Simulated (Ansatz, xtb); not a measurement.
C3H7FSn: which of two conformers lies lower

We compare a, `CC[CH2][Sn][F]`, a singlet, with b, `CC[CH2][Sn][F]`, a singlet. Both are isolated molecules in the gas phase, relaxed with PBE0-D4/def2-SVP.

a (Å):

```
atom    x (Å)    y (Å)    z (Å)
   C  -1.9644  -0.2988  -1.6905
   C  -0.7625  -0.7219  -0.8573
   C  -0.8941  -0.3234   0.6074
   F  -2.0616   1.6534   2.5940
  Sn  -0.9820   1.8544   0.9622
   H  -2.8943  -0.7436  -1.3008
   H  -2.1010   0.7987  -1.6780
   H  -1.8661  -0.5974  -2.7453
   H   0.1540  -0.2810  -1.2913
   H  -0.6280  -1.8150  -0.9516
   H  -0.0374  -0.6884   1.2057
   H  -1.7974  -0.7532   1.0751
```

b (Å):

```xyz
12

C    -1.7524    0.7470   -0.7420
C    -0.6981    0.4204    0.3055
C     0.6651    0.1001   -0.2960
F     0.4499    3.1295   -0.5812
Sn    1.6642    1.7709   -1.3389
H    -1.8511   -0.0633   -1.4835
H    -1.4919    1.6778   -1.2703
H    -2.7425    0.9008   -0.2862
H    -0.6054    1.2790    0.9905
H    -1.0443   -0.4306    0.9208
H     1.3884   -0.2108    0.4842
H     0.6099   -0.7543   -0.9975
```

**Question.** Which of the two would you expect CCSD(T)/def2-SVP + ΔMP2/def2-TZVPP electronic energies to favour?

**Answer.** Too close to call at this level: CCSD(T)/def2-SVP + ΔMP2/def2-TZVPP gives E(b) − E(a) = −0.48 kcal/mol.

How the difference moves with the method:

```tsv
level	geometry	E(b) − E(a) (kcal/mol)	departure from the last row (kcal/mol)	job, with rough time for the two
PBE0-D4/def2-SVP	PBE0-D4/def2-SVP	−1.35	−0.87	optimisation, 1.9 min
HF/def2-SVP	PBE0-D4/def2-SVP	−0.82	−0.34	part of the CCSD(T) run
MP2/def2-SVP	PBE0-D4/def2-SVP	−1.34	−0.86	part of the CCSD(T) run
CCSD(T)/def2-SVP	PBE0-D4/def2-SVP	−1.38	−0.90	single point
CCSD(T)/def2-SVP + ΔMP2/def2-TZVPP	PBE0-D4/def2-SVP	−0.48		single point, 77 s
```

The largest departure from CCSD(T)/def2-SVP + ΔMP2/def2-TZVPP is that of CCSD(T)/def2-SVP, 0.90 kcal/mol. Levels run at GFN2-xTB geometries aren't shown. The last row adds to CCSD(T) the change of the MP2 difference between the two basis sets, here +0.90 kcal/mol.

With thermal terms from frequencies at re-optimised GFN2-xTB minima (ideal gas, soft modes damped towards free rotors, one conformer each, 298.15 K, 1 atm): on the last row, ΔE + ΔZPE = −0.44, ΔH = −0.47, ΔG = −0.34 kcal/mol.

The correlated steps freeze 8 core orbitals; the filled d shell of Sn is correlated, in a basis made for valence electrons. Atoms past krypton carry core potentials in the def2 sets and no spin–orbit term is included. Run with Ansatz 0.2.0, xtb 6.7.1; the last row on 2 threads of Arm Neoverse V1 on a shared host.
